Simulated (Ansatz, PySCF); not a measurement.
Gas-phase reaction (SMILES): C[SiH2]O[SiH3] → C[SiH2] + [O][SiH3]; the O-Si bond at the site shown breaks (other sites are not compared here).

Each molecule is optimised on its own at B3LYP-D3(BJ)/def2-TZVP (Ansatz, a first-principles code), one conformer each, not searched for the lowest. Cores are frozen in the correlated levels unless marked. Open shells are spin-unrestricted. Spin-orbit coupling is left out. No relativistic terms. CBS(X,Y): correlation extrapolated as X^-3; Hartree-Fock from the larger set. The bracket is a focal-point correction in the basis named. Thermal terms are rigid-rotor harmonic-oscillator values from B3LYP-D3(BJ) frequencies (PySCF) at 298.15 K and 1 atm. 1 Eh = 627.5095 kcal/mol.

```tsv
species	E, RI-MP2/CBS(cc-pV(T+d)Z,cc-pV(Q+d)Z)+[CCSD(T)-MP2]/cc-pV(T+d)Z (Ansatz) (Eh)	E, B3LYP-D3(BJ)/def2-TZVPD (Ansatz + dftd3) (Eh)	H - E (Eh)
C[SiH2]O[SiH3]	-696.28326	-697.35456	0.09233
C[SiH2]	-330.08010	-330.61281	0.05618
[O][SiH3]	-365.98363	-366.53632	0.03015
```

Work out ΔE and ΔH at 298.15 K at the first level, then ΔH at the second.


1. ΔE = [(-330.08010) + (-365.98363)] - [(-696.28326)] = 0.21953 Eh = 137.8 kcal/mol at RI-MP2/CBS(cc-pV(T+d)Z,cc-pV(Q+d)Z)+[CCSD(T)-MP2]/cc-pV(T+d)Z.
2. The terms H - E add up to -0.00600 Eh, so ΔH = (0.21953 + (-0.00600))×627.5095 = 134.0 kcal/mol.
3. At B3LYP-D3(BJ)/def2-TZVPD the same steps give ΔE = 128.9 and ΔH = 125.1 kcal/mol, a shift of -8.9 from the first level.
4. These values are not checked against measurement here, since the tables used lack a sound gas-phase enthalpy of formation for at least one species.
